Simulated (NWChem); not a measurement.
HTeI; SMILES I[TeH]

Computed with NWChem. All runs use the structure optimised with PBE-D3(BJ)/def2-SVP. def2 effective core potentials on Te, I; no spin-orbit coupling. Ions are spin-unrestricted doublets at the neutral geometry; other ion states weren't tried.

**Question.** Order these by “ΔSCF minus −ε(HOMO) (eV)”, lowest first: Hartree-Fock/def2-SVPD; M06-2X/def2-SVPD; B3LYP/def2-SVPD; LDA (Slater exchange, VWN5)/def2-SVPD.

**Answer.** Hartree-Fock/def2-SVPD (-0.85), M06-2X/def2-SVPD (1.02), B3LYP/def2-SVPD (2.26), LDA (Slater exchange, VWN5)/def2-SVPD (2.97)
